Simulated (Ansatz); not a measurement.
`CC(F)(CF)C(F)F` at its PBE0-D4/def2-TZVP geometry, where that method's forces vanish. Charge 0, multiplicity 1.

```xyz
14

C    -1.1899   -0.0795    0.8489
C     0.1375    0.2695    0.2203
F     0.6971    1.3382    0.9064
C     1.1012   -0.8934    0.3011
F     2.2740   -0.6072   -0.3618
C    -0.0099    0.7491   -1.2221
F    -0.9196    1.7449   -1.2922
F    -0.4622   -0.2759   -1.9884
H    -1.8205    0.8076    0.8883
H    -1.7015   -0.8471    0.2669
H    -1.0362   -0.4466    1.8649
H     0.6569   -1.7836   -0.1505
H     1.3374   -1.0854    1.3511
H     0.9357    1.1094   -1.6328
```

Problem. What forces (eV/Å) does ωB97M-V/def2-TZVPP give on these atoms in Ansatz? (Best estimate.)

Solution. Ansatz gave: 
```
C1  -0.166 -0.022  0.063
C2  -0.054 -0.120 -0.133
F3   0.093  0.170  0.107
C4  -0.199 -0.219  0.192
F5   0.200  0.086 -0.140
C6   0.402  0.064  0.075
F7  -0.187  0.172  0.010
F8  -0.094 -0.208 -0.118
H9   0.049 -0.059 -0.004
H10  0.039  0.050  0.030
H11  0.001  0.025 -0.071
H12  0.030  0.075  0.034
H13 -0.027  0.021 -0.086
H14 -0.089 -0.034  0.042
```
